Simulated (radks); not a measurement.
Task: Sn IV, 47 electrons, occupied as [Kr] 4d9 5p2 (not the ground configuration). Method: Dirac Kohn-Sham, PBEsol, spin-unpolarised, spherical densities, finite nucleus; open shells are shared between the two j in proportion to 2j + 1; Fermi nuclear charge, rms radius 4.6519 fm; computed with a radial shooting solver on a logarithmic mesh with Libxc functionals. Some entries of the table are withheld. Estimate them.

orbital,occ.,eigenvalue (hartree),<1/r> (bohr^-1)
1s1/2,2,-1066.393,53.06
2s1/2,2,-162.2020,12.31
2p1/2,2,-151.6343,12.29
2p3/2,4,-143.1656,11.44
3s1/2,2,(1),(2)
3p1/2,2,(3),4.259
3p3/2,4,(4),4.052
3d3/2,4,-19.03218,(5)
3d5/2,6,-18.71264,(6)
4s1/2,2,(7),1.717
4p1/2,2,-4.88986,1.604
4p3/2,4,-4.60545,1.537
4d3/2,3.6,-2.33239,1.272
4d5/2,5.4,-2.29104,1.255
5p1/2,0.666667,-1.11966,0.5562
5p3/2,1.33333,-1.08284,0.5387

Result: 
(1) 3s1/2 eigenvalue (hartree): -32.46931
(2) 3s1/2 <1/r> (bohr^-1): 4.349
(3) 3p1/2 eigenvalue (hartree): -28.17540
(4) 3p3/2 eigenvalue (hartree): -26.62842
(5) 3d3/2 <1/r> (bohr^-1): 3.899
(6) 3d5/2 <1/r> (bohr^-1): 3.845
(7) 4s1/2 eigenvalue (hartree): -6.32704
